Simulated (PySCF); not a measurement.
H4PbSi, SMILES [PbH][SiH3] (connectivity only; charge and spin as stated), neutral, multiplicity 1.

The structure is a stationary point at B3LYP-D3(BJ)/def2-TZVP. The def2 effective core potentials stand for the cores of Pb; spin–orbit coupling is left out.

Calculation: PySCF with PBE0/def2-TZVPD.

Symmetry labels are those of the subgroup Cs that the program uses (full group Cs).

### Question
List the valence orbital energies around the gap with their symmetry. (The exact figures need the calculation; the answer reports its results.)

### Answer

```csv
orbital,symmetry,energy (eV)
HOMO−7,A',-23.33
HOMO−6,A',-23.20
HOMO−5,A',-15.06
HOMO−4,A',-13.48
HOMO−3,A",-9.47
HOMO−2,A',-9.44
HOMO−1,A',-7.47
HOMO,A',-6.38
LUMO,A",-3.07
LUMO+1,A',-0.31
LUMO+2,A',-0.15
LUMO+3,A',0.80
```
